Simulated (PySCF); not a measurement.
BH4O3, charge +1. Atoms are numbered in the order given.

```xyz
8

O      0.9433    -0.9735    -0.1976
B      0.1614     0.0726    -0.0183
O      0.4181     1.3608    -0.0013
O     -1.2430    -0.4275     0.1908
H      1.8904    -0.8145    -0.3080
H     -0.1950     2.0700     0.2136
H     -1.3883    -1.3911     0.1239
H     -2.0608     0.0941     0.1273
```
Charge +1, spin multiplicity 1.

Coordinates come from a PBE0-D3(BJ)/def2-SVP optimisation. The isomer is the one that the SMILES or the coordinates give; other isomers of the formula were not compared. Other conformers were not sampled.

Computed with PySCF with PBE/pcSseg-1.

GIAO shieldings, no solvent; atoms listed in one row are averaged. δ = σ(ref) − σ: ¹⁷O against H2O (σ = 334.3 ppm); ¹¹B against BF3 (σ = 83.9 ppm); ¹H against TMS (σ = 31.49 ppm), references at their B3LYP-D3(BJ)/def2-TZVP geometries, non-relativistic.

Computed chemical shifts:
| nucleus | atoms | count | δ (ppm) |
|---|---|---|---|
| ¹⁷O | O1 | 1 | 98.6 |
| ¹⁷O | O3 | 1 | 89.8 |
| ¹⁷O | O4 | 1 | 73.1 |
| ¹¹B | B2 | 1 | -0.5 |
| ¹H | H7 | 1 | 6.81 |
| ¹H | H8 | 1 | 6.08 |
| ¹H | H5 | 1 | 5.75 |
| ¹H | H6 | 1 | 5.14 |
